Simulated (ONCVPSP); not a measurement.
## bromine: one change to an ONCV potential, before and after

```json
{
 "Element": "Br (Z = 35)",
 "Generator": "ONCVPSP 4.0.1",
 "Type": "optimised norm-conserving Vanderbilt (ONCV)",
 "Functional": "revPBE",
 "Relativity": "scalar-relativistic",
 "Frozen core": "[Ar] 3d10",
 "Valence charge": "7",
 "Reference configuration": "4s2 4p4 (charge +1)",
 "Partial waves": "4s: rc 1.30 bohr, ncon 5, nbas 9, qcut 5 1/bohr, 3 projectors, debl 0.4 Ha; 4p: rc 1.30 bohr, ncon 4, nbas 9, qcut 5.1 1/bohr, 1 projector; d scattering state at 0.13 Ha: rc 1.25 bohr, ncon 4, nbas 8, qcut 8.9 1/bohr, 2 projectors, debl 3.4 Ha",
 "Local potential": "polynomial inside 0.95 bohr (lpopt 5, dvloc0 -1 Ha)",
 "Core correction": "Teter function, fcfact 4, rcfact 1.2"
}
```

In the s channel the program set the typed energies aside and used -1.115, 0.250, 0.650 Ha.

Change: core [Ne], valence charge 25; reference 3s2 3p6 3d10 4s2 4p3; waves now 3s+4s: rc 1.00 bohr, ncon 3, nbas 7, qcut 15.5 1/bohr, 2 projectors; 3p+4p: rc 0.40 bohr, ncon 4, nbas 7, qcut 36.6 1/bohr, 3 projectors, debl 2.5 Ha; 3d: rc 0.85 bohr, ncon 3, nbas 8, qcut 19.3 1/bohr, 2 projectors, debl 1.4 Ha; f scattering state at 0.15 Ha: rc 0.80 bohr, ncon 3, nbas 6, qcut 15.7 1/bohr, 1 projector; local potential polynomial inside 0.40 bohr (lpopt 5, dvloc0 -1 Ha). In the d channel the program set the typed energies aside and used -3.334, 0.250 Ha.

Cutoffs: the cutoffs (Ha) at which the residual kinetic energy of the hardest occupied pseudo-wave falls to 1 and 0.1 mHa per electron; they do not see the model core or the augmentation charge, which bear on the density cutoff. Errors are all-electron minus pseudo energies relative to the spin-unpolarised reference configuration.

Problem. What does the change do?

Solution. The potential gets harder (68 Ha and 130 Ha → 552 Ha and 613 Ha); the bound ghosts move from d, s to p; the lowest positive-energy flag moves from p at 43.4 eV to none. The added semicore shells are compact, so their waves need more plane waves. Several settings change at once here, so the effects cannot be laid on one of them.

```tsv
quantity	base	changed
cutoff, loose	68 Ha	552 Ha
cutoff, tight	130 Ha	613 Ha
bound ghosts	s, d	p
GHOST(+) flags under 300 eV	p at 43.4 eV	none
largest error over its own tests, meV	-9.6	+116
rms error of d²Exc/dni dnj with the model core, mHa	0.53	1.82
```

 A true bound ghost makes a file unfit for plane-wave use even where its test errors are small: the radial tests pick states by their node count and pass the ghost by.
